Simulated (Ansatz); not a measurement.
`O[Si](F)(Cl)Cl` → `Cl[Si]Cl` + `OF`  (silylene formation by 1,1-elimination)

Calculated with Ansatz (gas phase, PBE0-D4/def2-TZVP geometries, no zero-point term in ΔE). CBS: MP2 limit from def2 TZ/QZ plus the TZ coupled-cluster correction, frozen cores. This one scheme is used for every species. Functionals use def2-TZVPP. B3LYP here is the variant with VWN-RPA as its local correlation; programs differ in this. One conformer a species, not always the lowest.

`O[Si](F)(Cl)Cl`:

Cartesian coordinates in Å:
```
O -0.510 0.219 1.204
Si 0.088 0.109 -0.289
F 1.583 0.614 -0.343
Cl 0.098 -1.806 -0.951
Cl -1.021 1.289 -1.483
H -0.238 -0.424 1.861
```

`Cl[Si]Cl`:

Z-matrix (Å, degrees):
```
Si
Cl 1 2.077
Cl 1 2.077 2 101.3
```

`OF`:

```xyz
3

O    -0.333   -0.407    0.002
F     0.378    0.460    0.851
H    -0.045   -0.054   -0.853
```

```csv
level,ΔE (kcal/mol),difference from CCSD(T)/CBS
LDA (SPW92),193.5,-4.2
revPBE-D4,179.2,-18.5
r2SCANh-D4,199.0,1.3
r2SCAN0-D4,202.6,4.9
BHLYP-D4,201.2,3.5
ωB97X-V,195.1,-2.6
PBE,179.2,-18.5
BLYP,174.3,-23.4
r2SCAN,196.0,-1.7
PBE0,190.6,-7.1
B3LYP,185.7,-12.0
BHLYP,198.8,1.1
MP2/def2-SVP,195.1,-2.6
HF/def2-TZVPP,204.8,7.1
SCS-MP2/def2-TZVPP,199.6,1.9
HF/def2-QZVPP,206.1,8.4
CCSD(T)/CBS,197.7,0
```

Largest T1 diagnostic among the species: 0.013.

From r2SCAN to r2SCAN0 (25 % exact exchange), in def2-TZVPP and without D4, ΔE moves by +6.0 kcal/mol. At CCSD(T), def2-SVP lies −14.8 kcal/mol from the extrapolated value and def2-TZVPP −3.2 kcal/mol.
